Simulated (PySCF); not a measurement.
# Where the electron goes

C3H4F4O.
Cartesian coordinates in Å at the PBE0-D3(BJ)/def2-SVP level; atoms count from 1:
```xyz
12
C3H4F4O angstrom
O     -0.587    1.642    0.720
C     -0.961    0.303    0.699
C     -0.263   -0.483   -0.391
F     -0.595    0.062   -1.610
C      1.258   -0.485   -0.303
F      1.637   -0.874    0.916
F      1.782    0.709   -0.549
F      1.772   -1.343   -1.185
H     -0.705    1.994   -0.171
H     -0.707   -0.137    1.675
H     -2.050    0.164    0.547
H     -0.586   -1.537   -0.369
```

Computed, not measured: TDDFT CAM-B3LYP/def2-SVPD, vertical, gas phase, core orbitals frozen in the response (PySCF 2.14.0, density-fitted response routines).

Kohn–Sham orbitals with the atoms that hold most of them (Löwdin shares over 4%, at most four atoms; ? is withheld):

| orbital | ε (eV) | atoms |
| --- | --- | --- |
| LUMO+2 | 1.94 | F8 18%, H11 14%, O1 11%, C5 10% |
| LUMO+1 | 1.48 | O1 19%, H12 14%, H9 11%, H10 11% |
| LUMO | 0.95 | ? |
| HOMO | ? | ? |
| HOMO-1 | -11.66 | O1 41%, C2 20%, C3 10%, F4 8% |
| HOMO-2 | -12.26 | F4 29%, C3 19%, C5 12%, F6 10% |
| HOMO-3 | -13.26 | F4 44%, O1 22%, C3 9%, C2 8% |

Task: Give the leading atoms of the HOMO.

Result: O1 (bonded to C and H) 62%; C2 (bonded to C, O and 2 H) 13%; H11 (bonded to C) 8%; C3 (bonded to 2 C, F and H) 7%. By element: oxygen 62%, carbon 21% or more, hydrogen 8% or more.

Task: Give the leading atoms of the LUMO.

Result: C2 (bonded to C, O and 2 H) 17%; C3 (bonded to 2 C, F and H) 14%; O1 (bonded to C and H) 13%; F4 (bonded to C) 10%. By element: carbon 31% or more, oxygen 13%, fluorine 10% or more.

Task: What is the HOMO energy, and the HOMO–LUMO gap?

Result: ε(HOMO) = -10.18 eV; the gap is 11.13 eV (0.4091 hartree).

Task: The HOMO–LUMO gap is 11.13 eV. Where does the response calculation put the lowest singlet, and from which orbitals?

Result: S1 is at 7.60 eV (f = 0.0097), 3.53 eV below the gap, made of HOMO→LUMO (72%), HOMO→LUMO+1 (19%). 

Task: Give energy, strength and leading configuration of S1, S2 and S8, and follow the Löwdin shares of the leading atoms from the occupied to the empty orbital.

Result: 
- S1 (7.60 eV, f 0.0097), HOMO→LUMO (72%): O1 62% → 13%, C2 13% → 17%, C3 7% → 14%
- S2 (8.56 eV, f 0.038), HOMO→LUMO+1 (73%): O1 62% → 19%, C2 13% → at most 11%, H12 at most 8% → 14%
- S8 (9.96 eV, f 0.029), HOMO-1→LUMO+1 (71%): O1 41% → 19%, C2 20% → at most 11%, H12 at most 9% → 14%

One conformer stands for the species.
